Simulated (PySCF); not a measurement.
C7H12F (charge +1).
SMILES with atom numbers: `[CH2:1]=[CH:2][C+:3]([CH2:4][F:5])[CH2:6][CH2:7][CH3:8]` (hydrogens: H9, H10 on C1; H11 on C2; H12, H13 on C4; H14, H15 on C6; H16, H17 on C7; H18, H19, H20 on C8)

Geometry (GFN2-xTB, Å), atoms numbered from 1 in this order:
```
atom  x, y, z in Å
C1    -2.463    0.899    0.151
C2    -2.056   -0.229   -0.467
C3    -0.731   -0.475   -0.919
C4    -0.464   -1.812   -1.483
F5     0.831   -1.988   -1.838
C6     0.368    0.455   -0.791
C7     1.167    0.070    0.518
C8     2.292    1.064    0.721
H9    -1.809    1.733    0.353
H10   -3.483    1.004    0.484
H11   -2.775   -1.023   -0.626
H12   -1.081   -1.969   -2.385
H13   -0.729   -2.614   -0.775
H14    0.053    1.492   -0.701
H15    1.081    0.337   -1.609
H16    0.481    0.090    1.365
H17    1.570   -0.935    0.405
H18    2.992    1.051   -0.110
H19    1.919    2.076    0.854
H20    2.834    0.783    1.623
```

PySCF, density fitting, gas phase, GFN2-xTB geometry. The standard run uses grid level 2 after a coarse-grid start, the def2-universal JK fitting basis (with tight functions added where the orbital basis needs them), an energy threshold of 1e-9 Eh and DIIS. The changed runs have no coarse-grid stage.

Question: Standard PBE0/pcSseg-1: E = -373.011040 Eh, HOMO -13.694 eV, LUMO -8.779 eV, 13 cycles (coarse-grid cycles included). What changes at PBE0/pcSseg-1 with: fitting basis def2-qzvpp-jkfit, start guess vsap?

Answer: E = -373.011073 Eh (-0.033 mEh), HOMO -13.694 eV (0.000), LUMO -8.779 eV (0.000), 15 SCF cycles. Of the changed settings only the fitting basis enters the energy expression; the total energy moves by 0.02 kcal/mol.

The cycles:
```
cycle   1  E = -365.5856481937  dE =  5.766e+00  |g| = 4.262e+00  |ddm| = 1.376e+01
cycle   2  E = -324.8400021189  dE =  4.075e+01  |g| = 1.043e+01  |ddm| = 1.850e+01
cycle   3  E = -369.6837144413  dE = -4.484e+01  |g| = 2.842e+00  |ddm| = 1.239e+01
cycle   4  E = -371.8267845644  dE = -2.143e+00  |g| = 2.009e+00  |ddm| = 3.240e+00
cycle   5  E = -372.9437430523  dE = -1.117e+00  |g| = 4.870e-01  |ddm| = 1.955e+00
cycle   6  E = -372.9917287520  dE = -4.799e-02  |g| = 2.804e-01  |ddm| = 6.080e-01
cycle   7  E = -373.0101491396  dE = -1.842e-02  |g| = 6.095e-02  |ddm| = 2.535e-01
cycle   8  E = -373.0109262548  dE = -7.771e-04  |g| = 2.529e-02  |ddm| = 7.163e-02
cycle   9  E = -373.0110471738  dE = -1.209e-04  |g| = 9.130e-03  |ddm| = 2.120e-02
cycle  10  E = -373.0110686363  dE = -2.146e-05  |g| = 3.957e-03  |ddm| = 8.485e-03
cycle  11  E = -373.0110727736  dE = -4.137e-06  |g| = 9.391e-04  |ddm| = 4.267e-03
cycle  12  E = -373.0110729522  dE = -1.785e-07  |g| = 2.494e-04  |ddm| = 1.011e-03
cycle  13  E = -373.0110729611  dE = -8.939e-09  |g| = 1.165e-04  |ddm| = 2.425e-04
cycle  14  E = -373.0110729642  dE = -3.103e-09  |g| = 1.664e-05  |ddm| = 9.147e-05
cycle  15  E = -373.0110729643  dE = -6.833e-11  |g| = 5.297e-06  |ddm| = 2.170e-05
```
